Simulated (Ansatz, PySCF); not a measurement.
Al(Cl)(Br)(NH2) (AlBrClH2N), SMILES [NH2][Al]([Cl])[Br]. Atoms are numbered in the order given.

```xyz
6

Al    -0.4267    -0.5703     0.0000
Cl     0.9211    -2.1716     0.0000
Br     0.3353     1.5383     0.0000
N     -2.1518    -0.8829     0.0000
H     -2.8672    -0.1650     0.0000
H     -2.5685    -1.8069     0.0000
```

The structure is a stationary point at PBE0-D3(BJ)/def2-SVP. The structure was generated by enumeration; whether it is a known compound was not checked. Other conformers were not sampled.

Two levels are set side by side: PBE-D3(BJ)/def2-SVP (Ansatz, an electronic-structure program) and PBE0-D3(BJ)/def2-SVP (Ansatz). Each level has its own optimised geometry; the coordinates shown are those of the second. Frequencies come from the Hessian of PySCF at each geometry. Differences are taken from unrounded values.

```
quantity                            PBE0-D3(BJ)  PBE-D3(BJ)  PBE-D3(BJ) minus PBE0-D3(BJ)
----------------------------------  -----------  ----------  ----------------------------
mean bond length (Å)                      1.623       1.635                         0.012
bond Al1–Cl2 (Å)                          2.093       2.107                         0.014
bond Al1–Br3 (Å)                          2.242       2.257                         0.015
bond Al1–N4 (Å)                           1.753       1.766                         0.013
bond N4–H5 (Å)                            1.013       1.022                         0.008
bond N4–H6 (Å)                            1.014       1.022                         0.008
highest harmonic wavenumber (cm⁻¹)         3719        3605                          -114
mean harmonic wavenumber (cm⁻¹)            1052        1015                           -37
zero-point energy (kcal/mol)              18.04       17.42                         -0.63
```

GGA bonds tend to be longer and softer than those of functionals with exact exchange. Differences between two approximate levels are no errors against the true value.
